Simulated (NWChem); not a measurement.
Everything below was run with NWChem. System: bromotrifluoromethane (CBrF₃), charge 0, spin multiplicity 1, at a geometry optimised with PBE0/def2-SVP. Level: EOM-CCSD/def2-SVP, 13 core orbitals frozen.

Input file:

```
start mol
memory heap 100 mb stack 700 mb global 1900 mb
geometry units angstroms nocenter noautoz
  F      1.295733    -0.553263     1.072485
  C      0.814013     0.041935     0.000000
  F      1.295733    -0.553263    -1.072485
  F      1.200132     1.301877     0.000000
  Br    -1.114528    -0.057422     0.000000
  symmetry group Cs
end
basis spherical
  * library def2-svp
end
scf
  rhf
  nopen 0
  maxiter 100
  thresh 1e-7
  semidirect memsize 60000000 filesize 0
end
tce
  freeze core 13
  ccsd
  nroots 2
  2eorb
  2emet 13
  thresh 1e-5
  maxiter 200
  tilesize 24
  dipole
end
task tce energy
```

Output (cleaned and shortened):

```
             Northwest Computational Chemistry Package (NWChem) 7.3.0
             --------------------------------------------------------

                                NWChem Input Module
                                -------------------

 Scaling coordinates for geometry "geometry" by  1.889725989
 (inverse scale =  0.529177249)

 Turning off AUTOSYM since
 SYMMETRY directive was detected!

                             Geometry "geometry" -> ""
                             -------------------------

 Output coordinates in angstroms (scale by  1.889725989 to convert to a.u.)

  No.       Tag          Charge          X              Y              Z
 ---- ---------------- ---------- -------------- -------------- --------------
    1 F                    9.0000     1.29573300    -0.55326300     1.07248500
    2 C                    6.0000     0.81401300     0.04193500     0.00000000
    3 F                    9.0000     1.29573300    -0.55326300    -1.07248500
    4 F                    9.0000     1.20013200     1.30187700     0.00000000
    5 Br                  35.0000    -1.11452800    -0.05742200     0.00000000

 Effective nuclear repulsion energy (a.u.)     368.8456795699

            Nuclear Dipole moment (a.u.)
            ----------------------------
        X                 Y               Z
 ---------------- ---------------- ----------------
    -0.0000377945    -0.0000018897     0.0000000000

      Symmetry information
      --------------------

 Group name             Cs
 Group number              2
 Group order               2
 No. of unique centers     4

      Symmetry unique atoms

     1    2    4    5


 Summary of "ao basis" -> "" (spherical)
 ------------------------------------------------------------------------------
       Tag                 Description            Shells   Functions and Types
 ---------------- ------------------------------  ------  ---------------------
 *                          def2-svp                  on all atoms

 Summary of "ao basis" -> "ao basis" (spherical)
 ------------------------------------------------------------------------------
       Tag                 Description            Shells   Functions and Types
 ---------------- ------------------------------  ------  ---------------------
 F                          def2-svp                 6       14   3s2p1d
 C                          def2-svp                 6       14   3s2p1d
 Br                         def2-svp                12       32   5s4p3d

                                 NWChem SCF Module
                                 -----------------

  ao basis        = "ao basis"
  functions       =    88
  atoms           =     5
  closed shells   =    34
  open shells     =     0
  charge          =   0.00
  wavefunction    = RHF
  use symmetry    = T
  symmetry adapt  = T

 Summary of "ao basis" -> "ao basis" (spherical)
 ------------------------------------------------------------------------------
       Tag                 Description            Shells   Functions and Types
 ---------------- ------------------------------  ------  ---------------------
 F                          def2-svp                 6       14   3s2p1d
 C                          def2-svp                 6       14   3s2p1d
 Br                         def2-svp                12       32   5s4p3d

      Symmetry analysis of basis
      --------------------------

        a'         56
        a"         32

 Forming initial guess at       0.0s

      Superposition of Atomic Density Guess
      -------------------------------------

 Sum of atomic energies:       -2907.58815315

      Non-variational initial energy
      ------------------------------

 Total energy =   -2908.883618
 1-e energy   =   -4785.725967
 2-e energy   =    1507.996669
 HOMO         =      -0.388703
 LUMO         =       0.109250

      Symmetry analysis of molecular orbitals - initial
      -------------------------------------------------

  Numbering of irreducible representations:

     1 a'          2 a"

  Orbital symmetries:

     1 a'          2 a'          3 a'          4 a'          5 a"
     6 a'          7 a"          8 a'          9 a'         10 a'
    11 a'         12 a'         13 a"         14 a'         15 a'
    16 a"         17 a'         18 a"         19 a'         20 a'
    21 a"         22 a'         23 a'         24 a'         25 a"
    26 a'         27 a'         28 a"         29 a'         30 a"
    31 a"         32 a'         33 a"         34 a'         35 a'
    36 a"         37 a'         38 a'         39 a'         40 a'
    41 a'         42 a"         43 a'         44 a"

 Starting SCF solution at       0.5s

 ----------------------------------------------
         Quadratically convergent ROHF

 Convergence threshold     :          1.000E-07
 Maximum no. of iterations :          100
 Final Fock-matrix accuracy:          1.000E-09
 ----------------------------------------------

              iter       energy          gnorm     gmax       time
             ----- ------------------- --------- --------- --------
                 1    -2907.8313578775  1.78D+00  5.06D-01      0.5
                 2    -2907.9871668101  4.11D-01  1.79D-01      0.6
                 3    -2908.0023642438  2.08D-01  4.17D-02      0.6
                 4    -2908.0053264669  1.68D-02  7.75D-03      0.6
                 5    -2908.0053601451  1.39D-04  2.90D-05      0.8
                 6    -2908.0053601466  1.85D-08  5.56D-09      1.0

       Final RHF  results
       ------------------

         Total SCF energy =  -2908.005360146606
[...]
   0.0331871527810   0.4643726601779   12.63623     2.2     2.2

 Iteration   5 using   11 trial vectors
   0.0077649620150   0.2587225632972    7.04020
   0.0183397750194   0.4634991325524   12.61246     2.4     2.4

 Iteration   6 using   13 trial vectors
   0.0032163178969   0.2587043006388    7.03971
   0.0093159967481   0.4633213501634   12.60762     2.3     2.3

 Iteration   7 using   15 trial vectors
   0.0018120351303   0.2586992611403    7.03957
   0.0079087685329   0.4632502099038   12.60568     2.4     2.4

 Iteration   8 using   17 trial vectors
   0.0011149584221   0.2586968512988    7.03950
   0.0087543680221   0.4632009421369   12.60434     2.4     2.4

 Iteration   9 using   19 trial vectors
   0.0003629656112   0.2586963372870    7.03949
   0.0099239231525   0.4631095628937   12.60186     2.4     2.4

 Iteration  10 using   21 trial vectors
   0.0001357711431   0.2586955320450    7.03947
   0.0434918522167   0.4623497456135   12.58118     2.5     2.5

 Iteration  11 using   23 trial vectors
   0.0000554081830   0.2586951183768    7.03946
   0.1357232563381   0.4503928228793   12.25582     2.5     2.5

 Iteration  12 using   25 trial vectors
   0.0000319829787   0.2586950507065    7.03945
   0.0565389228576   0.4387534789267   11.93909     2.5     2.5

 Iteration  13 using   27 trial vectors
   0.0000130061903   0.2586951330646    7.03946
   0.0244015443845   0.4393144780411   11.95436     2.6     2.6

 Iteration  14 using   29 trial vectors
   0.0000044799332   0.2586951769215    7.03946
   0.0138406131124   0.4379067561055   11.91605     2.7     2.7

 Iteration  15 using   30 trial vectors
   0.0000044799128   0.2586951769221    7.03946
   0.0090842754042   0.4386453167417   11.93615     1.6     1.6

 Iteration  16 using   31 trial vectors
   0.0000044799058   0.2586951769221    7.03946
   0.0055171967863   0.4379861312697   11.91821     1.6     1.6

 Iteration  17 using   32 trial vectors
   0.0000044799044   0.2586951769222    7.03946
   0.0026648600880   0.4383119649928   11.92708     1.6     1.6

 Iteration  18 using   33 trial vectors
   0.0000044799193   0.2586951769223    7.03946
   0.0010153474258   0.4381757460441   11.92337     1.6     1.6

 Iteration  19 using   34 trial vectors
   0.0000044799734   0.2586951769218    7.03946
   0.0005267414273   0.4382197144117   11.92457     1.6     1.6

 Iteration  20 using   35 trial vectors
   0.0000044800680   0.2586951769164    7.03946
   0.0002881233919   0.4382029567522   11.92411     1.6     1.6

 Iteration  21 using   36 trial vectors
   0.0000044802592   0.2586951769068    7.03946
   0.0001510401540   0.4382095377879   11.92429     1.7     1.7

 Iteration  22 using   37 trial vectors
   0.0000044806962   0.2586951768881    7.03946
   0.0000750017673   0.4382070401661   11.92423     1.6     1.6

 Iteration  23 using   38 trial vectors
   0.0000044818330   0.2586951768252    7.03946
   0.0000455389530   0.4382079465662   11.92425     1.6     1.6

 Iteration  24 using   39 trial vectors
   0.0000044820482   0.2586951766738    7.03946
   0.0000362454793   0.4382073561970   11.92423     1.7     1.7

 Iteration  25 using   40 trial vectors
   0.0000044749340   0.2586951764705    7.03946
   0.0000295969165   0.4382076233954   11.92424     1.8     1.8

 Iteration  26 using   41 trial vectors
   0.0000044673923   0.2586951763479    7.03946
   0.0000195501233   0.4382074899302   11.92424     1.7     1.7

 Iteration  27 using   42 trial vectors
   0.0000044633414   0.2586951762675    7.03946
   0.0000127267437   0.4382075952984   11.92424     1.7     1.7

 Iteration  28 using   43 trial vectors
   0.0000044605992   0.2586951762334    7.03946
   0.0000056738189   0.4382075460224   11.92424     1.6     1.6
 --------------------------------------------------------------
 Iterations converged
 ------------------

 Excited state root  1
 Excitation energy / hartree =        0.258695176233372
                   / eV      =        7.039456909645592
 largest EOMCCSD amplitudes: R1 and R2

 Singles contributions
    35a'  (alpha) ---    33a"  (alpha)       -0.9355897193

 Doubles contributions
    35a'  (alpha)    35a'  (beta ) ---    32a'  (alpha)    33a"  (beta )       -0.1082218059
    35a'  (alpha)    35a'  (beta ) ---    33a"  (alpha)    32a'  (beta )       -0.1082218059
 ------------------

 Excited state root  2
 Excitation energy / hartree =        0.438207546022371
                   / eV      =       11.924239108823713
 largest EOMCCSD amplitudes: R1 and R2

 Singles contributions
    35a'  (alpha) ---    31a"  (alpha)       -0.9049851590

 Doubles contributions

 No. of initial left vectors    3

 EOM-CCSD left-hand side iterations
 --------------------------------------------------------------
      Residuum       Omega / hartree  Omega / eV    Cpu    Wall
 --------------------------------------------------------------

 Iteration   1 using    3 trial vectors
   0.7025121033153   0.3699329564681   10.06639
   0.8123587825613   0.5987089903978   16.29171     5.3     5.3

 Iteration   2 using    5 trial vectors
   0.1489450084810   0.2672209276610    7.27145
   0.1696717610496   0.4753807967809   12.93578     3.6     3.6

 Iteration   3 using    7 trial vectors
   0.0566661811212   0.2600075819055    7.07517
   0.0672185732810   0.4663108064832   12.68897     3.5     3.5

 Iteration   4 using    9 trial vectors
   0.0236874082949   0.2587798310467    7.04176
   0.0332523537557   0.4643456087491   12.63549     3.5     3.5

 Iteration   5 using   11 trial vectors
   0.0079007099386   0.2586928231495    7.03939
   0.0190009779241   0.4635506967454   12.61386     3.6     3.6

 Iteration   6 using   13 trial vectors
   0.0031176661543   0.2587060664755    7.03975
   0.0098037097524   0.4633383198816   12.60808     3.7     3.7

 Iteration   7 using   15 trial vectors
   0.0017130378404   0.2587064106343    7.03976
   0.0084929311514   0.4632290423607   12.60511     3.9     3.9

 Iteration   8 using   17 trial vectors
   0.0011094749588   0.2587018523777    7.03964
   0.0096469381937   0.4631826653930   12.60385     4.0     4.0

 Iteration   9 using   19 trial vectors
   0.0003562706448   0.2586973282687    7.03952
   0.0112414960175   0.4630896601896   12.60132     4.3     4.3

 Iteration  10 using   21 trial vectors
   0.0001363840290   0.2586949654122    7.03945
   0.0763543581580   0.4617513867508   12.56490     4.4     4.4

 Iteration  11 using   23 trial vectors
   0.0000572225521   0.2586950194446    7.03945
   0.1346600581799   0.4513504529368   12.28188     4.8     4.8

 Iteration  12 using   25 trial vectors
   0.0000335093119   0.2586950712206    7.03945
   0.0551364950537   0.4371905303242   11.89656     4.8     4.8

 Iteration  13 using   27 trial vectors
   0.0000130012303   0.2586950635978    7.03945
   0.0242020955136   0.4403166939953   11.98163     5.2     5.2

 Iteration  14 using   29 trial vectors
   0.0000044270397   0.2586951211242    7.03946
   0.0136696361025   0.4371103008744   11.89438     5.2     5.2

 Iteration  15 using   30 trial vectors
   0.0000044270373   0.2586951211244    7.03946
   0.0090334994600   0.4390673519594   11.94764     3.7     3.7

 Iteration  16 using   31 trial vectors
   0.0000044270241   0.2586951211248    7.03946
   0.0059575145889   0.4378919754597   11.91565     4.2     4.2

 Iteration  17 using   32 trial vectors
   0.0000044270233   0.2586951211248    7.03946
   0.0029931788151   0.4382974235189   11.92668     3.9     3.9

 Iteration  18 using   33 trial vectors
   0.0000044270338   0.2586951211248    7.03946
   0.0011446655211   0.4381904803394   11.92377     4.1     4.1

 Iteration  19 using   34 trial vectors
   0.0000044271070   0.2586951211245    7.03946
   0.0005678880731   0.4382110931002   11.92434     4.3     4.3

 Iteration  20 using   35 trial vectors
   0.0000044272090   0.2586951211182    7.03946
   0.0003025359852   0.4382060449656   11.92420     4.4     4.4

 Iteration  21 using   36 trial vectors
   0.0000044274373   0.2586951211062    7.03946
   0.0001598361627   0.4382084511967   11.92426     4.5     4.5

 Iteration  22 using   37 trial vectors
   0.0000044279955   0.2586951210843    7.03946
   0.0000801106875   0.4382075287888   11.92424     4.6     4.6

 Iteration  23 using   38 trial vectors
   0.0000044295526   0.2586951210120    7.03946
   0.0000496705655   0.4382077761451   11.92425     4.8     4.8

 Iteration  24 using   39 trial vectors
   0.0000044296925   0.2586951208356    7.03946
   0.0000389024895   0.4382075375181   11.92424     4.8     4.8

 Iteration  25 using   40 trial vectors
   0.0000044241639   0.2586951206089    7.03946
   0.0000319946433   0.4382075384617   11.92424     5.0     5.0

 Iteration  26 using   41 trial vectors
   0.0000044165136   0.2586951204579    7.03946
   0.0000211146825   0.4382075698124   11.92424     5.2     5.2

 Iteration  27 using   42 trial vectors
   0.0000044126249   0.2586951203743    7.03946
   0.0000138146761   0.4382075986230   11.92424     5.4     5.4

 Iteration  28 using   43 trial vectors
   0.0000044097913   0.2586951203341    7.03946
   0.0000061594273   0.4382075751991   11.92424     5.4     5.4
 --------------------------------------------------------------
 Iterations converged

 Excited state root  1
 Excitation energy / hartree =        0.258695176233372
                   / eV      =        7.039456909645592

 EOM-CCSD transition moments / hartree
 --------------------------------------------
 X    0.0000000 Y    0.0000000 Z    0.0439546
 Oscillator Strength                0.0003332
 --------------------------------------------

 EOM-CCSD dipole moments / hartree & Debye
 ------------------------------------
   X         0.7833172      1.9910088
   Y         0.0502919      0.1278302
   Z        -0.0000000     -0.0000000
 Total       0.7849300      1.9951081
 ------------------------------------

 Singles contributions
    35a'  (alpha) ---    33a"  (alpha)       -0.9355897193

 Doubles contributions
    35a'  (alpha)    35a'  (beta ) ---    32a'  (alpha)    33a"  (beta )       -0.1082218059
    35a'  (alpha)    35a'  (beta ) ---    33a"  (alpha)    32a'  (beta )       -0.1082218059

 Excited state root  2
 Excitation energy / hartree =        0.438207546022371
                   / eV      =       11.924239108823713

 Task  times  cpu:      328.3s     wall:      328.3s

 Total times  cpu:      328.3s     wall:      328.3s
```
